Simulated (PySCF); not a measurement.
Simulated Si 2p region for SiBrMe3 (`C[Si](C)(C)Br`), binding energy against the vacuum level.

Every computed line was given a Gaussian of 0.6 eV full width at half maximum and an area set by the number of equivalent atoms (split 2:1 within a doublet); the highest printed point is 100. Computed, not measured: PySCF 2.14.0, delta-SCF UKS SCAN, pcX-2 on the ionised atom, pcseg-1 elsewhere, spin-free X2C.

binding energy (eV), intensity and a bar:
```
    106.0          0 
    106.1          1 
    106.2          3 #
    106.3          7 ##
    106.4         17 #####
    106.5         32 ##########
    106.6         54 ################
    106.7         77 #######################
    106.8         94 ############################
    106.9        100 ##############################
    107.0         94 ############################
    107.1         80 ########################
    107.2         67 ####################
    107.3         60 ##################
    107.4         57 #################
    107.5         54 ################
    107.6         47 ##############
    107.7         37 ###########
    107.8         25 ########
    107.9         15 ####
    108.0          8 ##
    108.1          3 #
    108.2          1 
    108.3          0 
    108.4          0
```

How many maxima does the curve show, and how many computed lines lie under it?

The curve has 1 maximum (at 106.9 eV). Under it lie 2 lines from 1 inequivalent silicon site, drawn as a 2p3/2, 2p1/2 pair. At this width some lines have no maximum of their own.

Decompose the envelope and assign each component. Bonds: Si1–Br2, Si1–C3, Si1–C7, Si1–C11. Hydrogens: H4, H5, H6 on C3; H8, H9, H10 on C7; H12, H13, H14 on C11.

```tsv
position (eV)	relative area	line	atoms	environment
106.88	0.67	Si 2p3/2	Si1	silicon bonded to Br and 3 C
107.51	0.33	Si 2p1/2	Si1	silicon bonded to Br and 3 C
```

What are the centre and the root-mean-square width of the whole band?

The area-weighted mean of the lines is 107.09 eV. Their own spread about it is 0.30 eV (rms) and each Gaussian has σ = 0.6/2.355 = 0.25 eV; the variances add, which gives 0.39 eV.

Shake-up satellites, vibrational structure and lifetime widths aren't simulated. Spin–orbit and ligand-field terms were added within each 2p shell after the spin-free SCF. 2p1/2 minus 2p3/2 (ligand field included): Si 0.63 eV. Isolated species at its PBE0-D3(BJ)/def2-SVP geometry, gas phase.
